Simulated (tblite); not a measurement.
Q: Give a GFN2-xTB geometry of `FCCC[SiH2]C(Cl)Cl`.

A: 
```xyz
17
C4H9Cl2FSi angstrom
F      2.783    1.444   -0.368
C      2.662    0.075   -0.368
C      1.507   -0.353    0.527
C      0.161    0.100   -0.034
Si    -1.294   -0.367    1.086
C     -2.908    0.234    0.222
Cl    -3.062   -0.548   -1.365
Cl    -2.857    1.997    0.020
H      2.499   -0.225   -1.408
H      3.618   -0.321   -0.009
H      1.533   -1.439    0.622
H      1.658    0.077    1.518
H      0.024   -0.340   -1.025
H      0.190    1.183   -0.174
H     -1.438   -1.818    1.234
H     -1.258    0.305    2.386
H     -3.822    0.009    0.766
```

Orientation and origin are arbitrary. Atoms count from 1 in this order. The C–Si distances run from 1.894 Å (C4–Si5, drawn single) to 1.927 Å (Si5–C6, drawn single), a spread of 0.033 Å. Of the pairs four or more bonds apart, F1···H14 is among the closest relative to their van der Waals radii: 2.61 Å, 98 % of the sum of Bondi's values. Si5 (SiH2 silicon) is distorted tetrahedral (angles from 105.7° to 113.1°).

Bonds between heavy atoms (Å): F1–C2 1.374, C2–C3 1.523, C3–C4 1.527, C4–Si5 1.894, Si5–C6 1.927, C6–Cl7 1.775, C6–Cl8 1.775.

Computed geometry: GFN2-xTB, gas phase.

Point group: C1 (no symmetry element, even within 0.4 Å). Its GFN2-xTB frequencies are all real (lowest 25 cm⁻¹). One conformer, not necessarily the lowest (F1–C2–C3–C4 67°, C2–C3–C4–Si5 -178°, C3–C4–Si5–C6 -179°, C4–Si5–C6–Cl7 60°).
